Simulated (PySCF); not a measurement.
**HSbO: breathing scan**

Level of theory: PBE0 in PySCF with Sb def2-TZVP with ECP28, O def2-TZVP, H def2-TZVP; scalar-relativistic core potentials, no spin–orbit coupling; density-fitted integrals.

Rigid scan from the singlet minimum (Sb–H 1.750 Å, Sb–O 1.809 Å; H–Sb–O 100.0°). Coordinate: all bonds to the central atom scaled together. Energies in kJ/mol from the minimum.

Problem. Predict the curve at 0.88, 0.92, 0.96, 1.00, 1.04, 1.08, 1.14, 1.22, 1.35.

Solution. 
```tsv
scale of all bonds to the centre	E (kJ/mol)	dipole size (D)
0.88	175.4	2.86
0.92	68.3	3.16
0.96	15.0	3.44
1.00	0.0	3.70
1.04	11.9	3.94
1.08	42.4	4.16
1.14	110.4	4.46
1.22	222.4	4.79
1.35	415.9	5.19
```

At long bonds a restricted determinant can lie too high, and another spin state can fall below this curve.
